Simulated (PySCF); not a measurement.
# Magnetic susceptibility: `C#CP1(=O)CCOCC1`, C6H9O2P

Geometry:
```
atom   x (Å)   y (Å)   z (Å)
  C1   2.760  -0.420   1.089
  C2   1.918  -0.317   0.239
  P3   0.751  -0.182  -1.096
  O4   1.326  -0.346  -2.433
  C5  -0.085   1.419  -0.780
  C6  -0.849   1.369   0.542
  O7  -1.805   0.338   0.586
  C8  -1.247  -0.952   0.654
  C9  -0.565  -1.376  -0.646
 H10   3.485  -0.508   1.846
 H11   0.650   2.227  -0.779
 H12  -0.771   1.579  -1.618
 H13  -1.415   2.295   0.685
 H14  -0.136   1.257   1.373
 H15  -2.086  -1.619   0.875
 H16  -0.523  -1.005   1.482
 H17  -1.278  -1.376  -1.475
 H18  -0.140  -2.378  -0.557
```

Method: GIAO PW91/6-31G magnetisability, non-relativistic, IEF-PCM acetonitrile (PySCF 2.14.0). Geometry: GFN2-xTB.

(1) What are the magnetisability and the molar susceptibility?

(2) Split it along the inertial axes a, b, c into diamagnetic and paramagnetic parts about the centre of mass, with the quadrupole moment.

## Answers

(1) Isotropic -1460 × 10⁻³⁰ J/T², or -87.9 × 10⁻⁶ cm³/mol; principal values -1483, -1472, -1425 × 10⁻³⁰ J/T², anisotropy 53 × 10⁻³⁰ J/T² (root of half the summed squared differences of the principal values). The susceptibility is in cgs units.

(2) 
| axis | χ (10⁻⁶ cm³/mol) | diamagnetic (10⁻⁶ cm³/mol) | paramagnetic (10⁻⁶ cm³/mol) | summed x² of all electrons (Å²) | quadrupole Θ (D Å) |
| --- | --- | --- | --- | --- | --- |
| a | -88.1 | -751.5 | 663.4 | 174.3 | -16.48 |
| b | -86.4 | -1069.4 | 982.9 | 99.4 | +3.15 |
| c | -89.3 | -1161.4 | 1072.1 | 77.7 | +13.34 |

Anisotropies 2χaa − χbb − χcc = -0.4 and 2χbb − χaa − χcc = +4.5 × 10⁻⁶ cm³/mol. Θ is traceless in Buckingham's convention.
